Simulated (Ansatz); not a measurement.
Reaction (formal exchange of groups at the Si–N bond): `CO[SiH2]N[SiH3]` + CH₄ → `CO[SiH2]C` + `N[SiH3]`

Calculated with Ansatz (gas phase, PBE0-D4/def2-TZVP geometries, no zero-point term in ΔE). CCSD(T)/CBS adds triple-zeta CCSD(T) − MP2 to the extrapolated MP2 energy (def2 sets, frozen cores). This one scheme is used for every species. DFT in def2-TZVPP. One conformer a species, not always the lowest.

```
             level  ΔE (kJ/mol)
         r2SCAN-D4         77.7
    MP2/def2-TZVPP         81.5
SCS-MP2/def2-TZVPP         81.7
    MP2/def2-QZVPP         81.4
```

Task: What does CCSD(T)/CBS give? (An estimate is asked.)

Result: Ansatz gave: +79.1 kJ/mol. The listed levels differ from it by -1.4, 2.4, 2.6, 2.3 kJ/mol.

Largest T1 diagnostic among the species: 0.011.

The D4 term adds +5.1 kJ/mol with B3LYP and +3.0 kJ/mol with PBE0; it sums over pairs of atoms, weighted by their polarisabilities, and B3LYP, whose exchange is more repulsive, gets the larger term.

CCSD(T)/CBS has its own doubt, a few kJ/mol and more with outer-core shells, so smaller differences from it don't rank the levels.

B3LYP here is the variant with VWN-RPA as its local correlation; programs differ in this.
